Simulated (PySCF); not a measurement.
NaTl, CCSD(T): how much the basis matters

PySCF, RHF reference; singlet, unpaired electrons none; De to Na + Tl without counterpoise correction. Frozen cores follow the default of each basis and core potential.

```
                     basis                           relativity  functions  Re (Å)  ωe (cm⁻¹)  De (eV)  frozen orbitals
                  def2-SVP  scalar-relativistic core potentials         41   3.334        130     0.70                5
                 def2-SVPD  scalar-relativistic core potentials         50   3.327        129     0.73                5
aug-cc-pVDZ/aug-cc-pVDZ-PP  scalar-relativistic core potentials         59   3.324        131     0.75                5
```

Problem. How does each smaller set differ from the one with most functions, aug-cc-pVDZ/aug-cc-pVDZ-PP?

Solution. def2-SVP: +1.0 pm, -0.8 % in ωe, -0.05 eV in De; def2-SVPD: +0.3 pm, -1.5 % in ωe, -0.02 eV in De. All at CCSD(T); the set with most functions is neither the basis-set limit nor always the best.

Correlated steps freeze 5 core orbitals. Correlated levels converge slowly with the basis: in double zeta they bind strong bonds too weakly, by up to about 1 eV, and carry superposition errors of some tenths. These are scalar-relativistic numbers at best; spin–orbit coupling would shift them, the dissociation energy most. Where the molecule has an RHF reference, its open-shell atoms are computed with UHF.
